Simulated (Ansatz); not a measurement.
Reaction (silylene formation by 1,1-elimination): `O[SiH2][SnH2][OH]` → `[OH][SnH2][OH]` + `[SiH2]`

Calculated with Ansatz (gas phase, PBE0-D4/def2-TZVP geometries, no zero-point term in ΔE). CCSD(T)/CBS is the MP2 limit (def2-TZVPP, def2-QZVPP) plus CCSD(T) − MP2 in def2-TZVPP, frozen cores. This one scheme is used for every species. Functionals use def2-TZVPP. B3LYP here is the variant with VWN-RPA as its local correlation; programs differ in this. HSE06 is defined as in plane-wave codes. Elements past krypton have def2 core potentials. For Sn outer-core shells are correlated without core-valence functions, which leaves a few kJ/mol of doubt a bond. Each species was taken in one conformer, which may not be the lowest.

```csv
level,ΔE (eV),difference from CCSD(T)/CBS
revPBE-D4,3.13,-0.01
B97M-V,3.07,-0.07
PBE0-D4,3.34,0.20
ωB97X-V,3.23,0.09
ωB97M-V,3.10,-0.04
revPBE,2.99,-0.15
r2SCAN,3.36,0.22
PBE0,3.27,0.13
B3LYP,3.02,-0.12
r2SCANh,3.38,0.24
HSE06,3.27,0.13
LC-ωPBE,3.32,0.18
RPA@PBE/def2-TZVPP,2.84,-0.30
CCSD(T)/def2-SVP,2.86,-0.28
MP2/def2-TZVPP,3.25,0.11
MP2/def2-QZVPP,3.30,0.16
CCSD(T)/CBS,3.14,0
```

Largest T1 diagnostic among the species: 0.014.

In def2-TZVPP, CCSD(T) changes the Hartree–Fock value by +0.08 eV (the triples alone add +0.03 eV) and MP2 by +0.28 eV. From PBE to PBE0 (25 % exact exchange), in def2-TZVPP and without D4, ΔE moves by +0.12 eV.
